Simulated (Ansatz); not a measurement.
Basis-set extrapolation for C2H4Cl2Si, SMILES `ClC1(Cl)C[SiH2]1` (PBE0-D4/def2-TZVP geometry, frozen core, the Gaussian-basis code of Ansatz). Multiplicity 1, RHF reference.

```
                       def2-TZVPP    def2-QZVPP
                 HF  -1285.997071  -1286.035103
    MP2 correlation     -0.835536     -0.905303
CCSD(T) correlation     -0.930819       not run
```

Energies in hartree. Use E(X) = E(∞) + A·exp(−7.88·√X) for Hartree–Fock and E(X) = E(∞) + B·X^(−2.97) for correlation, with X = 3 and 4, and add CCSD(T) minus MP2 of the smaller set to the MP2 limit.

What is the CCSD(T) energy at the basis-set limit?

HF limit: -1286.035103 + (-0.038032) × 0.13774 = -1286.04034. MP2 limit: -0.905303 + (-0.069767) × 0.74074 = -0.95698. Higher-order term: -0.930819 − (-0.835536) = -0.09528. Total: -1287.09260 hartree, 432.4 kJ/mol below CCSD(T)/def2-TZVPP.
